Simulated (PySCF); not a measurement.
## Fractional electron number in Pd⁺ (palladium, charge +1)

The 4d beta orbital of [Kr] 4d9 is emptied in steps (occupation f), with all orbitals relaxed, ending at [Kr] 4d8. All numbers are calculated (PySCF 2.14, scalar relativity by spin-free X2C-1e, in x2c-TZVPall). The exact energy is a straight line in f; departures are measured from the line between the end points of the same method.

```csv
f,BHandHLYP (eV),wB97X (eV),B3LYP (eV)
1,0.000,0.000,0.000
0.75,-0.385,-0.268,-0.825
0.5,-0.524,-0.368,-1.111
0.25,-0.401,-0.282,-0.841
0,0.000,0.000,0.000
```

**Question.** For BHandHLYP, how does the orbital energy at f = 1 compare with the removal energy?

**Answer.** −ε = 17.192 eV against a total-energy difference of 19.193 eV. By Janak's theorem ε = ∂E/∂f, so the gap between them reflects the curvature. Along the path −ε is 18.132 (f = 0.75), 19.149 (f = 0.5), 20.229 (f = 0.25) eV.

```json
{"method": "BHandHLYP", "E(f=0) − E(f=1) (eV)": "19.193", "−ε at f=1 (eV)": "17.192", "−ε at f=0.5 (eV)": "19.149"}
{"method": "wB97X", "E(f=0) − E(f=1) (eV)": "19.503", "−ε at f=1 (eV)": "18.116", "−ε at f=0.5 (eV)": "19.467"}
{"method": "B3LYP", "E(f=0) − E(f=1) (eV)": "19.730", "−ε at f=1 (eV)": "15.380", "−ε at f=0.5 (eV)": "19.688"}
```

Reference removal energy between the ground levels: 19.43 ± 0.12 eV (semi-empirical (NIST evaluation); NIST Atomic Spectra Database, ionization energies). The calculation has no spin-orbit coupling. The determinant left behind need not be the lowest term of the ion.
